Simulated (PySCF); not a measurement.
The free ion Ag3+ in its d8 configuration.

Method (PySCF 2.14, density fitting): CASSCF(8,5) with orbitals averaged over all microstates of the shell, strongly contracted NEVPT2 on the averaged canonical orbitals; basis x2c-TZVPall; spin-free X2C; gas phase; spin-orbit coupling by state interaction with the mean-field operator over all roots.

CASSCF energies above the lowest CASSCF root:

```tsv
state	CASSCF / cm⁻¹
3F	0
1D	13678
3P	15706
1G	21007
1S	52583
```

**Question.** How does dynamic correlation (SC-NEVPT2) move these states?

**Answer.** 
| state | NEVPT2 / cm⁻¹ | shift / cm⁻¹ |
| --- | --- | --- |
| 3F | 0 | 0 |
| 1D | 11938 | -1740 |
| 3P | 13706 | -2000 |
| 1G | 19107 | -1900 |
| 1S | 47490 | -5093 |

In the ligand-field fit B goes from 1047 to 914 cm⁻¹, C goes from 4221 to 3922 cm⁻¹.

These are spin-free levels; spin-orbit coupling mixes and splits them, by more than some of the gaps here.
